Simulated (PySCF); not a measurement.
Cu(OH) (CuHO), SMILES [OH][Cu], multiplicity 1.

The structure is a stationary point at r2SCAN-D4/def2-TZVP. The spin state was assumed, not searched.

Calculation: CAM-B3LYP/def2-TZVPD run with PySCF.

Gas-phase values at a fixed geometry.

Computed frontier levels, gap, dipole moment and polarisability:
```yaml
highest_occupied_level: -8.35 eV
lowest_empty_level: -1.84 eV
orbital_gap: 6.51 eV
dipole_moment: 4.21 D
quadrupole, principal values (traceless, Buckingham form, about the centre of nuclear charge): -3.50, -1.64, 5.14 D·Å
mean_static_polarisability: 29.8 bohr³ (4.42 Å³)
polarisability_principal_values: 26.6, 27.9, 35.0 bohr³
```
